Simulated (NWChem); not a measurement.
# CH₅FO₂Si; SMILES CO[Si@@H](O)F

```xyz
10

C     -0.0409     2.0384     0.4746
O     -0.2958     1.1054    -0.5460
Si    -0.0369    -0.5053    -0.4834
O      1.4441    -0.7796     0.1852
F     -1.1229    -1.2477     0.4669
H     -0.8661     2.0609     1.2065
H      0.8972     1.8122     1.0085
H      0.0462     3.0379     0.0236
H     -0.2032    -1.0314    -1.8489
H      1.5619    -1.5816     0.7016
```
Atoms are numbered in this order, from 1.

Geometry: optimised at PBE0/def2-SVP. B3LYP is NWChem's, with the RPA form of VWN correlation.

Give the principal values of the shielding tensors (ppm) of C1, O2, Si3, O4, F5 from B3LYP/6-311G** (spherical d), GIAO (NWChem), with their diamagnetic and paramagnetic parts as GIAO splits them.


```csv
atom,σ11,σ22,σ33,isotropic,diamagnetic,paramagnetic
C1,103.1,110.6,183.1,132.3,246.1,-113.9
O2,234.5,310.5,338.4,294.5,393.6,-99.2
Si3,379.0,396.2,415.0,396.7,880.0,-483.3
O4,250.0,288.0,326.2,288.1,390.7,-102.6
F5,256.4,292.3,403.0,317.3,473.8,-156.6
```
